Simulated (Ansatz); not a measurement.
Ansatz (a program for electronic structure) input file for C3H5, SMILES [CH]1CC1, multiplicity 2, PBE/def2-SVPD. The structure is a stationary point at B3LYP-D3(BJ)/def2-TZVP.

Ansatz 0.2 input:
```yaml
crystal:
  periodic: [false, false, false]
  atoms:
    - {symbol: C, position_ang: [0.16691183, -0.86763151, 0.00000000]}
    - {symbol: C, position_ang: [-0.03053461, 0.36213666, 0.76619611]}
    - {symbol: C, position_ang: [-0.03053460, 0.36213666, -0.76619611]}
    - {symbol: H, position_ang: [-0.34934576, -1.81441040, 0.00000001]}
    - {symbol: H, position_ang: [-0.96645033, 0.51255989, 1.29576625]}
    - {symbol: H, position_ang: [0.82359535, 0.82471990, 1.25074799]}
    - {symbol: H, position_ang: [0.82359534, 0.82471990, -1.25074801]}
    - {symbol: H, position_ang: [-0.96645033, 0.51255988, -1.29576626]}
basis:
  gaussian:
    orbitals: def2-SVPD
hamiltonian:
  xc: {name: PBE}
magnetization: {spin_polarized: true, initial_magnetization: 1}
```

Output:

```
WARN ansatz: RAYON_NUM_THREADS=1 ignored (pool sized by the plan → 1); use --threads N
Functional definition: PBE
integrals: 0.03 GiB planned
827 factors; their error is unknown
mean field: 0.30 GiB planned
mean field evaluation 1: about -3175.5614 eV, gradient 3.7e1 eV
mean field evaluation 2: about -3163.0854 eV, gradient 6.1e1 eV
mean field evaluation 4: about -3183.0046 eV, gradient 8.4e-1 eV
mean field evaluation 8: about -3183.0075 eV, gradient 2.0e-2 eV
mean field evaluation 16: about -3182.9541 eV, gradient 1.6e-5 eV
mean field -3182.95405231 eV, -116.9714039386 hartree, gradient 1.5e-5 eV, S^2 0.753026; 0 other end points of the search recorded, 0 dependent functions left out
reference -3182.95408480 eV, -116.9714051327 hartree; 12, 11 occupied and 88, 89 virtual orbitals, 827 factors
Total energy: -3182.95408480 eV, -116.9714051327 hartree
```

The run converged.
